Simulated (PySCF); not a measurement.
C3H9NSi2, SMILES CC1=N[C@@H]([SiH3])[SiH2]1. Coordinates come from a r2SCAN-D4/def2-SVP optimisation. The structure was generated by enumeration; whether it is a known compound was not checked.

These are r2SCAN-D4/def2-SVP in PySCF 2.14.0 values and carry that method's errors.

Harmonic wavenumbers (cm⁻¹): 82, 141, 156, 162, 255, 289, 314, 486, 505, 542, 579, 632, 665, 739, 772, 823, 908, 921, 939, 942, 948, 1005, 1017, 1040, 1177, 1239, 1373, 1433, 1437, 1624, 2187, 2204, 2213, 2221, 2229, 3024, 3052, 3112, 3144. Rotational constants (GHz): 3.952, 1.496, 1.220; symmetry number 1.

Question: Work out the zero-point energy and the ideal-gas rigid-rotor harmonic-oscillator thermochemistry at 298.15 K and 1 atm.

Answer: ZPE = ½ Σ hcν = ½ × 46532 cm⁻¹ = 278.32 kJ/mol. H − E(el) = 303.33 kJ/mol. Entropy in J/(mol K): translation 167.95, rotation 117.95, vibration 88.27, total 374.17. G − E(el) = 191.77 kJ/mol. Cp = 140.28 J/(mol K). Modes under 150 cm⁻¹ make the vibrational entropy uncertain.
